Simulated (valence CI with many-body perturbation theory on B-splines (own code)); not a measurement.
**Tm19+: calculated level list**

Method: valence CI with perturbative core correlation (CI+MBPT): four valence electrons over a frozen Dirac-Fock core [Kr] 4d10, radial functions for each j: 7 s, 7 p, 7 d, 7 f, 4 g, 2 h, with the one-electron correlation potential Σ1 (screened to all orders), the two-electron term Σ2, the three-electron term Σ3, Breit, model QED; selected single and double excitations, second order for the rest, scaled by the run's own slope (own B-spline code, finite nucleus).

No measured levels were compared; by estimate terms of the open shell hold to a few per cent of their energy, and close levels can change places.

Levels 181 to 196 of 196, with energies above the lowest level, 4f4 5I_4. "Leading %" is the weight of the configuration and term that name the level; weights of strongly mixed levels are sums over their largest components and can fall short. In the jj column 3d3/2^4 stands for four electrons in 3d with j = 3/2. Lifetimes count E1, E2, E3, M1 and M2 decay at the calculated energies, and are blank where another channel may lead or the interval is too uncertain; long ones can be off by a factor of two.

```
No.  Configuration  Term  J  E (cm⁻¹)  Leading %  Lifetime                  Leading jj
181         4f3 5s   1F°  3    439090         78    791 ns     4f5/2 4f7/2^2 5s (50 %)
182         4f3 5s   3G°  5    445240         95    785 ns     4f5/2 4f7/2^2 5s (72 %)
183         4f3 5s   3G°  4    446640         91    961 ns     4f5/2 4f7/2^2 5s (62 %)
184         4f3 5s   3G°  3    448820         92    966 ns     4f5/2 4f7/2^2 5s (46 %)
185         4f3 5s   1G°  4    454550         91    518 ns     4f5/2 4f7/2^2 5s (56 %)
186         4f3 5s   3F°  4    492560         94    473 ns     4f5/2^2 4f7/2 5s (42 %)
187         4f3 5s   3F°  3    494490         88    457 ns     4f5/2 4f7/2^2 5s (38 %)
188         4f3 5s   3F°  2    497130         99    445 ns     4f5/2 4f7/2^2 5s (86 %)
189         4f3 5s   1F°  3    502850         89    271 ns     4f5/2 4f7/2^2 5s (67 %)
190         4f3 5p    5K  5    595510         62    107 ps        4f5/2^3 5p1/2 (79 %)
191         4f3 5p    3H  4    603290         44    102 ps        4f5/2^3 5p1/2 (72 %)
192         4f3 5p    5K  6    608900         57    105 ps  4f5/2^2 4f7/2 5p1/2 (91 %)
193         4f3 5p    5I  5    612260         36    103 ps  4f5/2^2 4f7/2 5p1/2 (88 %)
194         4f3 5p    5K  7    620760         41    103 ps  4f5/2 4f7/2^2 5p1/2 (65 %)
195         4f3 5p    5H  6    622360         40    101 ps  4f5/2 4f7/2^2 5p1/2 (72 %)
196         4f3 5p    5G  2    625000         58    105 ps        4f5/2^3 5p1/2 (66 %)
```

Names give the largest LS component (configuration and term), which can be under half, so a name can repeat, a term be missing and a line seem to break the LS rules; names also repeat where a configuration has a term twice.
